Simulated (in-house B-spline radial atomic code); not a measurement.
Radial electron density of Te4+, [Kr] 4d10 5s1 6d1. Computed with an all-electron radial atomic-structure program (B-spline basis): scalar-relativistic (X2C) r2SCAN0, spin-polarised, spherical fractional occupations, exact exchange averaged over the configuration, Fermi nucleus of rms radius 4.7423 fm.

One-electron X2C: radii and densities carry no picture-change correction, so inner-shell <1/r> comes out high (for 1s by about 2 % at Z = 33, 5 % at 54, 10 % at 75, 30 % at 118) and <r> low.

Columns: r (bohr), 4πr²n(r) (electrons per bohr), bar.

```
0.000764    1.731 #
0.000961    2.495 #
 0.00121    3.584 ##
 0.00152    5.101 ###
 0.00191    7.212 ####
  0.0024     10.1 #####
 0.00302    14.01 #######
 0.00379    19.07 ##########
 0.00477    25.56 #############
 0.00599    33.35 #################
 0.00753    42.28 ######################
 0.00947     51.6 ##########################
  0.0119    60.06 ###############################
   0.015    66.11 ##################################
  0.0188    68.09 ###################################
  0.0237    65.73 ##################################
  0.0297    60.98 ###############################
  0.0374    58.01 ##############################
   0.047    61.64 ################################
  0.0591    72.58 #####################################
  0.0743    84.17 ###########################################
  0.0934    85.93 ############################################
   0.117    75.07 ######################################
   0.148    62.35 ################################
   0.186    63.13 ################################
   0.233    71.65 #####################################
   0.293    67.08 ##################################
   0.369    44.38 #######################
   0.463    25.39 #############
   0.582    23.55 ############
   0.732     26.8 ##############
   0.921    21.79 ###########
    1.16    12.02 ######
    1.45    5.154 ###
    1.83    1.935 #
     2.3    0.701 
    2.89   0.1526 
    3.63   0.0667 
    4.57   0.2463 
    5.74   0.2716 
    7.22   0.1044 
    9.08  0.01336 
    11.4 0.0005139 
    14.3 4.93e-06 
      18 7.149e-09
```

On this grid the curve has 5 maxima, near 0.0188, 0.0934, 0.233, 0.732, 5.74 bohr.

The 6d up radial function P(r) = rR(r), positive near the nucleus:

| r (bohr) | P |
| --- | --- |
| 0.0119 | 0.0006285 |
| 0.0188 | 0.002115 |
| 0.0297 | 0.006726 |
| 0.047 | 0.0196 |
| 0.0743 | 0.04914 |
| 0.117 | 0.0971 |
| 0.186 | 0.1306 |
| 0.293 | 0.06581 |
| 0.463 | -0.116 |
| 0.732 | -0.2071 |
| 1.16 | 0.01867 |
| 1.83 | 0.3355 |
| 2.89 | 0.1165 |
| 4.57 | -0.4953 |
| 7.22 | -0.3231 |
| 11.4 | -0.02267 |
